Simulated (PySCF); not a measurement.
C2H2BClO, singlet, geometry from GFN2-xTB. Base run: PySCF with PBE0/6-31G*, polarisability.

Here is a job for PySCF.
```python
from pyscf import gto, scf, dft
from pyscf.prop import polarizability

mol = gto.M(
    atom='''
B    -0.23530942    0.05065598   -0.31879036
C     0.95722815    0.97668824   -0.09886950
C     1.90081975    1.69957025    0.08675153
H     2.72725879    2.32812622    0.25472632
Cl   -0.53405600   -1.20634173    0.83567157
O    -1.08472265    0.13147386   -1.34914136
H    -0.94226590    0.81706148   -2.00135251
''',
    basis='6-31g*',
    verbose=4,
)

mf = dft.RKS(mol)
mf.xc = 'pbe0'
mf.kernel()
alpha = mf.Polarizability().polarizability()[2, 2]
print('alpha_zz =', alpha)
```

Question: The base was run again with changes. Order these runs by alpha_zz (bohr³), lowest first: basis = cc-pVDZ | functional = lda,vwn | functional = hf | basis = def2-SVP | basis = 6-31G | basis = def2-SVPD.

Answer: functional = hf (alpha_zz (bohr³) 30.11), basis = 6-31G (alpha_zz (bohr³) 31.12), basis = def2-SVP (alpha_zz (bohr³) 33.36), functional = lda,vwn (alpha_zz (bohr³) 34.42), basis = cc-pVDZ (alpha_zz (bohr³) 34.77), basis = def2-SVPD (alpha_zz (bohr³) 47.41)

Finite-field rows take the second difference of the energy in a field along z; a small field with loose convergence shows SCF noise divided by the square of the field, and a large one adds hyperpolarisability.
